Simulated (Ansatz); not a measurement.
C3H8OSi, SMILES `C/C=C(\O)[SiH3]`, relaxed with RKS PBE-D4/def2-SVP in the Gaussian-basis code of Ansatz from a rough embedded geometry. The force threshold is 0.03 eV/Å; the program also tests the step.

Charge 0, multiplicity 1.

Start:

```xyz
13

C    -1.746   -1.128   -0.385
C    -0.408   -0.628   -0.508
C     0.117    0.294    0.309
O    -0.546    0.823    1.297
Si    1.906    0.918    0.049
H    -1.753   -2.272   -0.230
H    -2.330   -0.983   -1.315
H    -2.316   -0.751    0.433
H     0.155   -1.045   -1.376
H    -0.094    1.501    1.794
H     2.846   -0.187    0.160
H     2.175    1.942    1.060
H     1.993    1.515   -1.288
```

How much energy does the relaxation release, and in how many steps? (An estimate is asked.)

The calculation gave: 10.75 kcal/mol, in 19 steps, 1 of them rejected.

Which bonds change most? (Estimate.)

Ansatz gave: C3–O4 from 1.303 to 1.381 Å; C1–C2 from 1.434 to 1.498 Å; Si5–H11 from 1.455 to 1.508 Å; Si5–H12 from 1.463 to 1.511 Å.

Give the relaxed structure. (An estimate is asked.)

Ansatz gave: 
```xyz
13

C    -1.827   -1.119   -0.431
C    -0.476   -0.500   -0.618
C     0.172    0.238    0.320
O    -0.412    0.426    1.557
Si    1.902    0.931    0.019
H    -1.766   -2.230   -0.423
H    -2.513   -0.851   -1.263
H    -2.287   -0.797    0.523
H     0.041   -0.660   -1.578
H     0.046    1.146    2.026
H     2.936    0.216    0.851
H     1.925    2.378    0.452
H     2.259    0.823   -1.435
```
